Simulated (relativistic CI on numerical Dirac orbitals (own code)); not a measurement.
**Level scheme of Tb XXIX**

Method of calculation: Dirac-Coulomb-Breit CI, separate exchange-only KLI orbitals for each configuration, a model potential for QED, unscaled Slater integrals (own radial code, finite nucleus).

CI space (outside the closed core [Ar] 3d10): 4s2 4p6 4d, 4s2 4p5 4d2, 4s2 4p6 4f, 4s 4p6 4d2, 4s2 4p5 4d 4f, 4s 4p6 4d 4f, 4s2 4p6 5s, 4s2 4p6 5p, 4s2 4p6 5d, 4p6 4d3, 4p5 4d4, 4p5 4d3 4f, 4s 4p6 4f2, 4s 4p5 4f3, 4p6 4f3. Double excitations out of closed p, d and f shells are left out; levels of such configurations are missing from the list, as are those of other unlisted configurations, and high levels can miss mixing partners.

The lowest level is 4s2 4p6 4d 2D_3/2, with 99 % of that term; Hund's rules for 4s2 4p6 4d give 2D with J = 3/2, in agreement.

```
No.  Configuration  Term     J  E (cm⁻¹)   %  Landé g  Lifetime (s)            jj configuration (%)
  1     4s2 4p6 4d    2D   3/2         0  99    0.797                                    4d3/2 (99)
  2     4s2 4p6 4d    2D   5/2     73477  99    1.198      2.34e-04                      4d5/2 (99)
  3    4s2 4p5 4d2   4D°   1/2    960948  91    0.075      1.98e-09            4p3/2^3 4d3/2^2 (82)
  4    4s2 4p5 4d2   4D°   3/2    964815  57    1.036      3.72e-09            4p3/2^3 4d3/2^2 (90)
  5    4s2 4p5 4d2   4F°   5/2    986337  40    1.055      2.06e-09            4p3/2^3 4d3/2^2 (85)
  6    4s2 4p5 4d2   4G°   7/2   1000822  40    1.029      2.32e-08            4p3/2^3 4d3/2^2 (93)
  7    4s2 4p5 4d2   4D°   5/2   1024957  43    1.284      7.77e-09        4p3/2^3 4d3/2 4d5/2 (91)
  8    4s2 4p5 4d2   4P°   3/2   1041456  40    1.400      6.09e-10            4p3/2^3 4d3/2^2 (81)
  9    4s2 4p5 4d2   4D°   7/2   1042834  54    1.309      1.05e-09        4p3/2^3 4d3/2 4d5/2 (83)
 10    4s2 4p5 4d2   4G°   9/2   1043942  73    1.183      5.04e-04        4p3/2^3 4d3/2 4d5/2 (98)
 11    4s2 4p5 4d2   2D°   3/2   1059760  40    1.042      2.04e-10        4p3/2^3 4d3/2 4d5/2 (84)
 12    4s2 4p5 4d2   4P°   5/2   1061937  44    1.243      2.25e-09        4p3/2^3 4d3/2 4d5/2 (94)
 13    4s2 4p5 4d2   4G°  11/2   1066169  65    1.207      5.90e-03        4p3/2^3 4d3/2 4d5/2 (79)
 14    4s2 4p5 4d2   2G°   7/2   1079758  46    1.057      7.34e-08        4p3/2^3 4d3/2 4d5/2 (97)
 15    4s2 4p5 4d2   4P°   1/2   1090715  40    1.700      1.75e-08        4p3/2^3 4d3/2 4d5/2 (96)
 16    4s2 4p5 4d2   2F°   7/2   1105905  44    1.182      8.76e-10        4p3/2^3 4d3/2 4d5/2 (89)
 17    4s2 4p5 4d2   2D°   5/2   1109460  40    1.174      1.05e-10        4p3/2^3 4d3/2 4d5/2 (85)
 18    4s2 4p5 4d2   4F°   9/2   1118632  45    1.193      2.70e-04        4p3/2^3 4d3/2 4d5/2 (71)
 19    4s2 4p5 4d2   2D°   3/2   1119271  30    1.304      7.84e-10        4p3/2^3 4d3/2 4d5/2 (91)
 20    4s2 4p5 4d2   2H°  11/2   1128112  65    1.152      1.76e-04            4p3/2^3 4d5/2^2 (79)
 21    4s2 4p5 4d2   2D°   5/2   1138540  44    1.186      2.17e-10            4p3/2^3 4d5/2^2 (88)
 22    4s2 4p5 4d2   2F°   7/2   1143685  42    1.220      5.47e-11            4p3/2^3 4d5/2^2 (79)
 23    4s2 4p5 4d2   2F°   5/2   1151246  42    0.913      1.03e-11        4p3/2^3 4d3/2 4d5/2 (58)
 24    4s2 4p5 4d2   2G°   9/2   1163482  57    1.098      8.73e-05            4p3/2^3 4d5/2^2 (70)
 25    4s2 4p5 4d2   2P°   1/2   1172360  64    1.195      6.75e-11            4p3/2^3 4d5/2^2 (93)
 26    4s2 4p5 4d2   4F°   3/2   1177366  34    0.840      5.22e-12        4p3/2^3 4d3/2 4d5/2 (71)
 27    4s2 4p5 4d2   2F°   7/2   1221850  36    1.156      2.99e-11            4p3/2^3 4d5/2^2 (79)
 28    4s2 4p5 4d2   2P°   1/2   1242686  44    0.659      2.76e-12        4p3/2^3 4d3/2 4d5/2 (64)
 29    4s2 4p5 4d2   2P°   3/2   1246536  61    1.247      3.80e-10            4p3/2^3 4d5/2^2 (94)
 30    4s2 4p5 4d2   4F°   5/2   1282255  29    1.106      3.21e-12            4p3/2^3 4d5/2^2 (52)
 31    4s2 4p5 4d2   2P°   3/2   1288784  35    1.434      3.68e-12            4p3/2^3 4d5/2^2 (70)
 32     4s2 4p6 4f   2F°   5/2   1304188  34    0.818      1.34e-11      4p1/2 4p3/2^4 4d3/2^2 (53)
 33     4s2 4p6 4f   2F°   7/2   1333992  61    1.102      5.77e-12                      4f7/2 (61)
 34    4s2 4p5 4d2   4G°   7/2   1411736  44    1.023      1.01e-09  4p1/2 4p3/2^4 4d3/2 4d5/2 (97)
 35    4s2 4p5 4d2   2D°   5/2   1424051  30    1.013      9.65e-12  4p1/2 4p3/2^4 4d3/2 4d5/2 (92)
 36    4s2 4p5 4d2   4D°   3/2   1433332  39    1.094      7.34e-11  4p1/2 4p3/2^4 4d3/2 4d5/2 (97)
 37    4s2 4p5 4d2   4P°   1/2   1439708  37    1.667      1.07e-09  4p1/2 4p3/2^4 4d3/2 4d5/2 (97)
 38    4s2 4p5 4d2   2G°   9/2   1446487  41    1.067      1.22e-06  4p1/2 4p3/2^4 4d3/2 4d5/2 (91)
 39    4s2 4p5 4d2   2F°   5/2   1467426  50    0.877      6.27e-13                      4f5/2 (36)
 40    4s2 4p5 4d2   4D°   7/2   1493881  36    1.219      3.08e-11      4p1/2 4p3/2^4 4d5/2^2 (95)
 41    4s2 4p5 4d2   2P°   1/2   1517884  67    0.683      7.41e-13      4p1/2 4p3/2^4 4d3/2^2 (70)
 42    4s2 4p5 4d2   2P°   3/2   1519178  28    1.323      4.01e-11      4p1/2 4p3/2^4 4d5/2^2 (97)
 43    4s2 4p5 4d2   2G°   9/2   1522004  46    1.082      1.10e-06      4p1/2 4p3/2^4 4d5/2^2 (91)
 44    4s2 4p5 4d2   2D°   5/2   1536026  38    1.107      2.42e-08      4p1/2 4p3/2^4 4d5/2^2 (98)
 45    4s2 4p5 4d2   2D°   3/2   1576699  80    0.839      4.04e-13      4p1/2 4p3/2^4 4d3/2^2 (81)
 46    4s2 4p5 4d2   2P°   1/2   1600486  90    0.666      1.10e-11      4p1/2 4p3/2^4 4d5/2^2 (87)
 47    4s2 4p5 4d2   2D°   5/2   1613338  73    1.162      4.60e-13  4p1/2 4p3/2^4 4d3/2 4d5/2 (75)
 48    4s2 4p5 4d2   2P°   3/2   1616935  72    1.346      5.91e-13  4p1/2 4p3/2^4 4d3/2 4d5/2 (82)
 49    4s2 4p5 4d2   2F°   7/2   1620594  68    1.105      5.45e-13  4p1/2 4p3/2^4 4d3/2 4d5/2 (77)
 50     4s 4p6 4d2    4F   3/2   1984707  75    0.440      6.81e-12                 4s 4d3/2^2 (76)
 51     4s 4p6 4d2    4F   5/2   2010956  71    1.046      5.82e-12                 4s 4d3/2^2 (56)
 52     4s 4p6 4d2    4P   1/2   2046615  72    2.555      6.89e-12                 4s 4d3/2^2 (60)
 53     4s 4p6 4d2    4F   7/2   2057661  82    1.227      5.59e-12             4s 4d3/2 4d5/2 (77)
 54     4s 4p6 4d2    4P   3/2   2081073  78    1.674      6.81e-12             4s 4d3/2 4d5/2 (81)
 55     4s 4p6 4d2    4P   5/2   2083616  53    1.429      5.97e-12             4s 4d3/2 4d5/2 (71)
 56     4s 4p6 4d2    4F   9/2   2095563  71    1.294      5.10e-12             4s 4d3/2 4d5/2 (49)
 57     4s 4p6 4d2    2D   3/2   2141093  61    0.874      6.10e-12             4s 4d3/2 4d5/2 (54)
 58     4s 4p6 4d2    2F   5/2   2150060  40    1.095      4.84e-12             4s 4d3/2 4d5/2 (40)
 59     4s 4p6 4d2    2G   7/2   2151748  71    0.921      5.23e-12             4s 4d3/2 4d5/2 (79)
 60     4s 4p6 4d2    2G   9/2   2179376  71    1.138      4.17e-12                 4s 4d5/2^2 (49)
 61  4s2 4p5 4d 4f    4G   5/2   2188413  67    0.760      1.75e-11        4p3/2^3 4d3/2 4f5/2 (68)
 62     4s 4p6 4d2    2P   1/2   2192318  53    1.102      4.68e-12             4s 4d3/2 4d5/2 (54)
 63     4s 4p6 4d2    2F   5/2   2202806  37    0.919      5.15e-12                 4s 4d5/2^2 (35)
 64  4s2 4p5 4d 4f    4G   7/2   2220666  76    0.959      1.98e-11        4p3/2^3 4d3/2 4f5/2 (53)
 65     4s 4p6 4d2    2F   7/2   2242328  47    1.098      5.08e-12                 4s 4d5/2^2 (53)
 66  4s2 4p5 4d 4f    4I  11/2   2245593  41    0.981      4.84e-11        4p3/2^3 4d3/2 4f5/2 (98)
 67     4s 4p6 4d2    2P   3/2   2254701  32    1.157      4.17e-12        4p3/2^3 4d3/2 4f5/2 (39)
 68  4s2 4p5 4d 4f    4G   9/2   2255679  64    1.120      1.33e-11        4p3/2^3 4d3/2 4f7/2 (49)
 69  4s2 4p5 4d 4f    4D   1/2   2257863  64    0.611      3.90e-12        4p3/2^3 4d3/2 4f5/2 (54)
 70  4s2 4p5 4d 4f    4I  13/2   2265983  75    1.106      5.55e-11        4p3/2^3 4d3/2 4f7/2 (64)
```

Energies count from the lowest computed level; ° marks odd parity; lifetimes are radiative, by E1, M1, E2, M2, E3 decay to levels of this space only. Filled j subshells are mostly left out of the jj labels.

The mean weight of the leading LS term, summed over parents, in these 70 levels is 55 %, and that of the leading jj configuration (from the same eigenvectors) 76 %, so jj coupling describes them better and the LS labels are nominal.

At this charge energies of transitions that change n are usually good to better than 1 %, and those within a shell (Δn = 0) to a few per cent.

LS names give the leading component of a level, which can be under half, so a name can repeat, a term be missing and a line seem to break the LS rules.
